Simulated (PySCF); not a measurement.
Compound: phenyl formate, C7H6O2.
SMILES with atom numbers: `[O:1]=[CH:2][O:3][c:4]1[cH:5][cH:6][cH:7][cH:8][cH:9]1`

Cartesian coordinates in Å at the PBE0-D3(BJ)/def2-SVP level; atoms count from 1:
```
atom  x, y, z in Å
O1     1.386   -1.722    1.844
C2     1.776   -0.594    1.797
O3     1.299    0.407    1.048
C4     0.246    0.318    0.157
C5    -0.541   -0.817   -0.051
C6    -1.574   -0.746   -0.987
C7    -1.825    0.423   -1.701
C8    -1.029    1.547   -1.479
C9     0.005    1.496   -0.551
H10    2.624   -0.194    2.390
H11   -0.346   -1.730    0.504
H12   -2.193   -1.631   -1.154
H13   -2.638    0.459   -2.429
H14   -1.213    2.471   -2.031
H15    0.643    2.361   -0.357
```

NICS = −σ at a ghost point: NICS(0) at the centroid of the ring atoms, NICS(1) 1 Å to either side along the normal of their mean plane, zz for the tensor component along that normal. Level: GIAO PBE/pcSseg-1 (PySCF, non-relativistic, gas phase) on the PBE0-D3(BJ)/def2-SVP geometry, one conformer.

Ring bond lengths (Å): C4–C5 1.396, C5–C6 1.396, C6–C7 1.392, C7–C8 1.395, C8–C9 1.390, C9–C4 1.396.

Question: Give the NICS values of each ring in ppm.

Answer: 
```json
{"ring": "C4–C5–C6–C7–C8–C9", "type": "6-membered carbocycle; formal bonds all aromatic", "NICS(0)": "-9.5", "NICS(1), two faces": "-10.9 / -10.9", "NICS(1)zz, two faces": "-27.0 / -27.0", "rms pucker (Å)": "0.00", "centre to ring atoms, mean (Å)": "1.39"}
```

Question: What do they say, and how far can they be read as aromaticity?

Answer: 
- C4–C5–C6–C7–C8–C9: mean NICS(1)zz -27.0 ppm, shielded, aromatic by this magnetic criterion (flat ring, no four-coordinate atom).

Question: And the bond-length index? HOMA takes Krygowski's 1993 parameters.

Answer: 
- C4–C5–C6–C7–C8–C9: HOMA 0.99 = 1 − EN − GEO, with mean bond length 1.394 Å, EN = α(Ropt − mean)² = 0.010 and GEO = α × variance = 0.001. The geometric and the magnetic index point the same way.

Question: List the ring angles.

Answer: 
- C4–C5–C6–C7–C8–C9: C4 120.9°, C5 118.4°, C6 121.3°, C7 119.5°, C8 120.1°, C9 119.8°; sum 720.0° against 720° for a flat convex ring.

Question: What are the shieldings of the ring atoms and their hydrogens in the same run (means over atoms taken as equivalent)?

Answer: 
```tsv
atoms	environment	σ isotropic (ppm)	principal values of the symmetric part, first atom (ppm)
C4	aromatic carbon bearing oxygen	23.6	-63.4, 32.5, 101.7
C5 (×2)	aromatic CH carbon	57.6	-22.9, 29.1, 164.4
C6 (×2)	aromatic CH carbon	47.6	-58.5, 32.2, 167.7
C7	aromatic CH carbon	51.4	-53.6, 37.2, 170.7
H11 (×2)	aromatic hydrogen	23.13	15.5, 22.7, 28.0
H12 (×2)	aromatic hydrogen	23.83	20.6, 24.2, 26.7
H13	aromatic hydrogen	23.99	21.0, 24.5, 26.5
```

Question: How do the values depend on the level or the medium?

Answer: 
| level | NICS(0), C4–C5–C6–C7–C8–C9 | mean NICS(1)zz, C4–C5–C6–C7–C8–C9 |
| --- | --- | --- |
| PBE/pcSseg-1, gas | -9.5 | -27.0 |
| PBE0/pcSseg-1, gas | -10.0 | -28.2 |

The geometry is the same throughout.
